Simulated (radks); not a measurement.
The numbers below are computed, except where a source is named.
Polarisability of the lithium ion Li+, [He], at imaginary frequency. Code: a radial shooting solver on a logarithmic mesh with Libxc functionals. Model: non-relativistic Kohn-Sham, exchange-only LDA, spin-unpolarised, spherical densities, point nucleus. Response by self-consistent Sternheimer equations with the Hartree and adiabatic exchange-only LDA kernel.

w (hartree)  alpha1(iw) (bohr^3)  alpha2(iw) (bohr^5)
0.00266                   0.2197               0.1497
0.0143                    0.2197               0.1497
0.0360                    0.2196               0.1496
0.0697                    0.2195               0.1496
0.118                     0.2192               0.1494
0.186                     0.2184               0.1491
0.280                     0.2168               0.1483
0.413                     0.2135               0.1467
0.605                     0.2069               0.1436
0.892                     0.1940               0.1371
1.35                      0.1697               0.1243
2.12                      0.1294               0.1007
3.59                     0.07703              0.06507
6.94                     0.03042              0.02772
17.5                    0.005973             0.005655

Static values: alpha1 = 0.2197 bohr^3 (0.03255 angstrom^3; uncoupled 0.2359), alpha2 = 0.1497 bohr^5, alpha3 = 0.2516 bohr^7. C6 = 0.09386, C8 = 0.3502, triple-dipole C9 = 0.01512 atomic units. One-pole (London) frequency 4 C6 / (3 alpha1^2) = 2.593 hartree, against 2.121 for minus the highest occupied eigenvalue. The dipole shielding factor is 0.667, as the force sum rule N/Z = 0.667 demands.
